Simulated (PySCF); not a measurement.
BrH₃OSiTe, SMILES Br[Te]O[SiH3]. Atoms are numbered in the order given.

```xyz
7

Te     0.2839     0.0292     0.9493
Br    -1.6830     0.6973    -0.5135
O      1.7012    -0.1526    -0.4398
Si     1.7886    -1.3910    -1.5805
H      1.7022    -2.7245    -0.9163
H      3.1052    -1.2343    -2.2536
H      0.6864    -1.2694    -2.5749
```

Geometry: B3LYP-D3(BJ)/def2-SVP. The structure was generated by enumeration, and PubChem lists no compound with its InChIKey, so it may never have been made. The def2 effective core potentials stand for the cores of Te; spin–orbit coupling is left out. One conformer was computed; it need not be the lowest.

These are PySCF with CAM-B3LYP/def2-TZVP values and carry that method's errors.

The molecule is in vacuum.

The total energy is -3208.89676 hartree, the highest occupied level is -7.78 eV and the lowest empty level comes out as -1.81 eV. The orbital gap is 5.97 eV, the dipole moment is 1.68 D and the quadrupole, principal values (traceless, Buckingham form, about the centre of nuclear charge) is -6.03, -0.37, 6.40 D·Å. The mean static polarisability is 84.1 bohr³ (12.47 Å³). The polarisability, principal values is 61.9, 84.0, 106.5 bohr³.
